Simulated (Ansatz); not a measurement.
Relaxation of TaO2⁻ with UKS PBE-D4/def2-TZVPD.

```sh
$ ansatz run in.yaml --threads 2 --pin off --events-out ev --progress --plain --max-ram 4352MiB
```

```yaml
crystal:
  periodic: [false, false, false]
  atoms:
    - {symbol: Ta, position_ang: [-0.687162, 0.077863, 0.094383]}
    - {symbol: O, position_ang: [0.575912, 1.179898, 0.638813]}
    - {symbol: O, position_ang: [0.111250, -1.257761, -0.733196]}
basis:
  gaussian: {orbitals: def2-TZVPD}
total_charge: -1
magnetization: {spin_polarized: true, initial_magnetization: 4}
hamiltonian: {xc: pbe, dispersion: d4}
scf: {lower_state_search: "off"}
output: {orbitals: {seedname: orbitals}}
relax: {f_tol: 0.02, max_steps: 100}
```

Hardware: 2 threads of Arm Neoverse V2 on a shared host. Wall time 9 s.

Positions (Å) and forces (eV/Å) at steps 1, 2, 3, 4, 6 of 6:

```xyz
3
step=1 energy=-5643.3410 eV
Ta   -0.687    0.078    0.094   -3.076    0.349    0.423
O     0.576    1.180    0.639    2.017    2.336    1.202
O     0.111   -1.258   -0.733    1.060   -2.684   -1.624
3
step=2 energy=-5643.7059 eV
Ta   -0.643    0.073    0.088    0.014   -0.002   -0.002
O     0.575    1.294    0.705    0.103    0.577    0.325
O     0.068   -1.367   -0.793   -0.117   -0.576   -0.323
3
step=3 energy=-5643.8146 eV
Ta   -0.503    0.057    0.069    1.192   -0.135   -0.164
O     0.535    1.458    0.802   -0.750   -0.739   -0.372
O    -0.032   -1.515   -0.871   -0.442    0.874    0.536
3
step=4 energy=-5643.9095 eV
Ta   -0.343    0.039    0.047    0.168   -0.019   -0.023
O     0.464    1.514    0.840   -0.112   -0.136   -0.070
O    -0.121   -1.553   -0.887   -0.056    0.155    0.093
3
step=6 energy=-5643.9128 eV
Ta   -0.303    0.034    0.042    0.000    0.000    0.000
O     0.446    1.526    0.848    0.004    0.018    0.010
O    -0.142   -1.560   -0.889   -0.003   -0.018   -0.010
```

In the def2 sets Ta takes a core potential; there is no spin–orbit coupling. The highest occupied level of the charge -1 quintet lies above zero (up to 1.68 eV). The electron is either unbound and held by the finite basis, or the level is raised by self-interaction error. At PBE-D4/def2-TZVPD a singlet of charge -1 lies 3.86 eV below the quintet, each at its own geometry. The structure comes from a short search, and lower isomers may exist.
